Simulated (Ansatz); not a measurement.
Consider the ligand exchange at the Al–C bond: `C[CH]([AlH2])CCl` + `BBO` → `BB[O][AlH2]` + `CCCCl`.

Isolated molecules relaxed with PBE0-D4/def2-TZVP in Ansatz; ΔE leaves out vibrations. CCSD(T)/CBS is the MP2 limit (def2-TZVPP, def2-QZVPP) plus CCSD(T) − MP2 in def2-TZVPP, frozen cores. DFT in def2-TZVPP. B3LYP here is the variant with VWN-RPA as its local correlation; programs differ in this. Each species was taken in one conformer, which may not be the lowest.

`C[CH]([AlH2])CCl`:

Cartesian coordinates in Å:
```
C -1.076 0.199 0.962
C -0.203 -0.217 -0.223
Al 0.234 1.319 -1.389
C 1.028 -0.979 0.184
Cl 0.657 -2.542 1.020
H -1.416 -0.673 1.527
H -1.960 0.751 0.636
H -0.527 0.841 1.659
H -0.802 -0.870 -0.878
H 1.688 1.481 -2.011
H -0.912 2.368 -1.714
H 1.641 -0.420 0.893
H 1.649 -1.257 -0.666
```

`BBO`:

Z-matrix (Å, degrees):
```
B
B 1 1.671
H 1 1.200 2 122.0
H 1 1.200 2 122.0 3 -174.5
O 2 1.357 1 123.3 3 -92.7
H 2 1.214 1 118.1 3 87.3
H 5 0.960 2 113.4 1 -180.0
```

`BB[O][AlH2]`:

```xyz
9

B     0.172    0.340    2.012
B     0.764    0.298    0.446
O     0.073   -0.067   -0.644
Al   -0.733   -0.517   -2.051
H    -0.308    1.333    2.485
H     0.277   -0.594    2.758
H     1.926    0.629    0.293
H    -1.490    0.617   -2.843
H    -0.680   -2.040   -2.457
```

`CCCCl`:

Cartesian coordinates in Å:
```
C 1.129 -0.125 0.631
C -0.374 -0.237 0.457
C -0.863 0.136 -0.924
Cl -0.572 1.861 -1.301
H 1.466 0.900 0.470
H 1.430 -0.426 1.636
H 1.656 -0.767 -0.082
H -0.891 0.383 1.196
H -0.695 -1.270 0.637
H -1.936 -0.018 -1.024
H -0.349 -0.436 -1.698
```

| level | ΔE (kJ/mol) | difference from CCSD(T)/CBS |
| --- | --- | --- |
| PBE-D4 | -144.6 | 13.7 |
| r2SCAN-D4 | -159.0 | -0.7 |
| PBE0-D4 | -149.7 | 8.6 |
| B3LYP-D4 | -161.6 | -3.3 |
| ωB97X-V | -158.2 | 0.1 |
| ωB97M-V | -156.2 | 2.1 |
| B2PLYP | -165.6 | -7.3 |
| PBE | -147.9 | 10.4 |
| r2SCAN | -159.9 | -1.6 |
| PBE0 | -152.7 | 5.6 |
| B3LYP | -166.9 | -8.6 |
| HF/def2-TZVPP | -183.6 | -25.3 |
| MP2/def2-TZVPP | -158.9 | -0.6 |
| SCS-MP2/def2-TZVPP | -163.7 | -5.4 |
| CCSD/def2-TZVPP | -162.3 | -4.0 |
| CCSD(T)/def2-TZVPP | -158.1 | 0.2 |
| HF/def2-QZVPP | -185.0 | -26.7 |
| MP2/def2-QZVPP | -159.5 | -1.2 |
| SCS-MP2/def2-QZVPP | -164.3 | -6.0 |
| HF/CBS(def2) | -185.2 | -26.9 |
| MP2/CBS(def2) | -159.1 | -0.8 |
| CCSD/CBS(def2) | -162.5 | -4.2 |
| CCSD(T)/CBS | -158.3 | 0 |

Largest T1 diagnostic among the species: 0.014.

From PBE to PBE0 (25 % exact exchange), in def2-TZVPP and without D4, ΔE moves by −4.7 kJ/mol. The D4 term adds +5.4 kJ/mol with B3LYP and +2.9 kJ/mol with PBE0; it sums over pairs of atoms, weighted by their polarisabilities, and B3LYP, whose exchange is more repulsive, gets the larger term. In def2-TZVPP, CCSD(T) changes the Hartree–Fock value by +25.5 kJ/mol (the triples alone add +4.2 kJ/mol) and MP2 by +24.7 kJ/mol.
